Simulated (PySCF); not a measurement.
Radial density of Se²⁺ (selenium, charge +2)

M06-L, [Ar] 3d10 4s1 4p3, high-spin 5S determinant (an excited configuration). Computed with PySCF 2.14 in x2c-TZVPPall (6s5p4d1f, 48 functions), with scalar relativity by spin-free X2C-1e.

```csv
r (bohr),4πr²ρ (e/bohr),4πr²(ρα − ρβ)
0.000664,0.2572,0.0002
0.00112,0.6338,0.0005
0.00188,1.556,0.0013
0.00316,3.716,0.0031
0.00532,8.377,0.0068
0.00894,17.22,0.0138
0.0150,30.34,0.0238
0.0253,41.19,0.0328
0.0426,39.06,0.0474
0.0716,34.64,0.1193
0.120,48.07,0.1900
0.203,38.11,-0.0087
0.341,27.51,0.3409
0.573,29.92,0.1954
0.964,8.504,0.6782
1.62,3.123,2.7059
2.73,0.8554,0.8540
4.59,0.01615,0.0161
7.71,2.055e-05,0.0000
```

Densities and radii are taken from the X2C orbitals without a picture-change correction, which distorts them close to the nucleus.

(1) Where is the radial spin density 4πr²(ρα − ρβ) most negative, and why is it negative at all?

Answers

(1) Around r = 0.203 bohr, down to -0.0087 e/bohr: exchange with the open shell polarises the paired shells in an unrestricted calculation.
